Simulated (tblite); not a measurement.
C2H6N (SMILES C[CH]N), doublet, at a GFN2-xTB geometry; GFN1-xTB in tblite.

Here is a job for tblite.
```
$ tblite run mol.xyz --method gfn1 --charge 0 --spin 1 --efield 0,0,0.1 --json tblite.json --no-restart

# file mol.xyz
9

C     -1.24102663     0.21832096     0.05808953
C      0.04187806    -0.52789987     0.05079988
N      1.22703780     0.19702767    -0.12900707
H     -2.03841948    -0.41392474     0.44464473
H     -1.16376074     1.10673607     0.68627095
H     -1.54178267     0.55252764    -0.94477418
H      0.06280098    -1.52863019    -0.34799316
H      1.22149345     1.09300043     0.34134908
H      2.06529520    -0.33142950     0.07021572
```

What the program printed (banner, timings and long lists left out):

```
xTB calculator
 | screened Coulomb repulsion
 | Coulomb electrostatics
 |  * isotropic Klopman-Ohno-Mataga-Nishimoto electrostatics
 |  * onsite third-order electrostatics
 | DFT-D3(BJ) dispersion correction
 | Interactions (1)
 | [1] electric field

halogen bonding energy    0.0000000000000E+00 Eh
repulsion energy          1.3583661237386E-01 Eh
dispersion energy        -1.9203465679811E-03 Eh
interaction energy        0.0000000000000E+00 Eh
number of electrons       1.9000000000000E+01 e
integral cutoff           1.9731147476801E+01 bohr

------------------------------------------------------------
  cycle        total energy    energy error   density error
------------------------------------------------------------
      1     -10.58282496993  -1.0716741E+01   3.6741075E-01
      2     -10.59894048449  -1.6115515E-02   2.1002588E-01
      3     -10.59989601613  -9.5553164E-04   2.7649696E-02
      4     -10.60013090589  -2.3488976E-04   4.2697727E-03
      5     -10.60014808221  -1.7176318E-05   8.1631049E-04
      6     -10.60014871667  -6.3445806E-07   1.2504961E-04
      7     -10.60014873166  -1.4992677E-08   2.2984057E-05
      8     -10.60014873289  -1.2245955E-09   3.8733149E-06
------------------------------------------------------------

electronic energy        -1.0734064998691E+01 Eh
total energy             -1.0600148732885E+01 Eh

Post processing:
 | Mayer-Wiberg bond orders

[Info] JSON dump of results written to 'tblite.json'
```
